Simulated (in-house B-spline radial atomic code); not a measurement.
RPA and G0W0 on wB97X: Ga3+

Configuration [Ar] 3d10, mean-field start wB97X. Computed with a B-spline radial code for spherical atoms: all electrons, non-relativistic, point nucleus, each spin shell either full or empty, empty states to l = 9 with an (l + 1/2)⁻⁴ tail; G0W0 by contour deformation at full frequency.

Command:
```bash
python run_gw.py task.json out
```
Settings (radii: box in bohr, nucleus in fm):
```
Z                        31
electrons                28
configuration            [Ar] 3d10
hamiltonian              nr
method                   wb97x
lmax                     9
spin_polarised           False
box_radius               14.14
intervals                51
```

Time taken, with all properties: 2.1 s on 1 thread of Arm Neoverse N1, on a shared host.

Energies (hartree):

```
                                     term        value
                         mean-field total  -1922.82380
Hartree-Fock functional on these orbitals  -1921.29449
                      direct second order      -2.4169
                    second-order exchange      0.69694
                         SOSEX correction      0.63629
```

Q: What is the RPA correlation energy, and what remains with SOSEX?

A: RPA gives -2.0611 hartree (-2 eV per electron); RPA + SOSEX gives -1.4248, and the second-order doubles -1.72 hartree (no singles). SOSEX takes back 31 % of the RPA value.

Quasi-particle levels (eV):

| level | occupied | mean field | Σx - vxc | Σc | QP weight | G0W0 |
| --- | --- | --- | --- | --- | --- | --- |
| 3d | yes | -58.39 | -7.89 | ? | ? | ? |
| 4s | no | -30.61 | 1.62 | -1.23 | 0.988 | -30.22 |

G0W0 = mean field + (Σx - vxc) + Σc, with Σc (partial-wave tail included) taken at the quasi-particle energy. Only the outer levels were computed. Levels of low weight are left out.

Q: Where does G0W0 put 3d?

A: At -64.26 eV, with Σc = 2.02 eV and a quasi-particle weight of 0.943. The tabulated removal energy is 63.241 ± 0.009 eV (NIST, measured); the calculation leaves out relativity, Breit and QED terms, and what these don't explain is the method's own error.
